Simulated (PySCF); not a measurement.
SMILES CC(C)B(F)C(C)C, singlet, GFN2-xTB optimised geometry.

```
22

B     -0.25    -0.49     0.00
F     -0.83    -1.68    -0.07
C      1.35    -0.49     0.00
C      2.00     0.84     0.36
C      1.85    -0.97    -1.38
H      1.68    -1.24     0.73
H      3.09     0.74     0.37
H      1.74     1.60    -0.36
H      1.68     1.17     1.35
H      1.42    -1.93    -1.63
H      2.94    -1.06    -1.37
H      1.58    -0.25    -2.15
C     -1.21     0.78     0.00
C     -2.42     0.59     0.92
C     -1.69     1.02    -1.44
H     -0.68     1.68     0.32
H     -3.09     1.45     0.85
H     -2.98    -0.30     0.63
H     -2.11     0.48     1.95
H     -0.85     1.21    -2.10
H     -2.36     1.87    -1.48
H     -2.22     0.15    -1.81
```

Density from PySCF 2.14.0 with CAM-B3LYP/def2-SVP at that geometry.

Minimum of the electron density along straight lines between bonded atoms, close to the bond critical point (lines longer than 1.1 times the sum of covalent radii, or with two minima, are not listed):

```tsv
bond	length / Å	ρ at the minimum / e bohr⁻³	∇²ρ there / e bohr⁻⁵	position (fraction from the first atom)
B1–F2	1.326	0.188	(withheld)	0.34
B1–C3	1.595	0.186	-0.29	0.33
C3–C4	1.530	0.242	-0.55	0.50
C3–C5	1.540	0.235	-0.52	0.50
C3–H6	1.098	0.270	-0.94	0.62
C4–H7	1.088	0.277	-1.02	0.63
C4–H8	1.087	0.277	-1.02	0.62
C4–H9	1.087	0.277	-1.02	0.62
C5–H10	1.087	0.278	-1.04	0.63
C5–H11	1.088	0.277	-1.02	0.63
C5–H12	1.088	0.277	-1.02	0.62
B1–C13	1.596	0.187	-0.29	0.33
C13–C14	1.534	0.239	-0.54	0.50
C13–C15	1.540	0.235	-0.52	0.50
C13–H16	1.094	0.274	-0.97	0.62
C14–H17	1.089	0.276	-1.02	0.63
C14–H18	1.087	0.278	-1.03	0.63
C14–H19	1.088	0.277	-1.02	0.62
C15–H20	1.088	0.277	-1.02	0.62
C15–H21	1.088	0.276	-1.02	0.63
C15–H22	1.088	0.278	-1.03	0.63
```

### Question
What belongs in the gaps?

### Answer

- B1–F2, ∇²ρ there / e bohr⁻⁵: 1.41
